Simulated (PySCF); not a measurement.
# Working out the ionisation energy of Pt

Pt [Xe] 4f14 5d9 6s1 (3D) → Pt⁺ [Xe] 4f14 5d9 (2D). All numbers are calculated (PySCF 2.14, a scalar-relativistic core potential, in cc-pVTZ-PP with ECP60MDF (5s5p4d2f1g, 63 functions)). Frozen: 5s2 5p6. Energies in hartree (1 hartree = 27.21139 eV):

```json
{"part": "UHF", "Pt (lower)": "-118.515642", "Pt⁺ (upper)": "-118.237487"}
{"part": "MP2 opposite-spin", "Pt (lower)": "-0.205268", "Pt⁺ (upper)": "-0.176023"}
{"part": "MP2 same-spin", "Pt (lower)": "-0.111946", "Pt⁺ (upper)": "-0.091347"}
```

What does Hartree-Fock give?

(-118.237487) − (-118.515642) = 0.278155 hartree = 7.569 eV.

What do MP2 and SCS-MP2 (6/5 opposite-spin, 1/3 same-spin) give?

The opposite-spin parts differ by 0.796 eV and the same-spin parts by 0.561 eV. MP2: 7.569 + (0.796) + (0.561) = 8.926 eV. SCS-MP2: 7.569 + 1.2 × (0.796) + (0.561)/3 = 8.711 eV.

Reference: 8.959 eV (measured; NIST Atomic Spectra Database, ionization energies), between the lowest levels; spin-orbit coupling is absent from the calculation.

What remains against the reference includes basis incompleteness, the frozen core and correlation beyond second order.
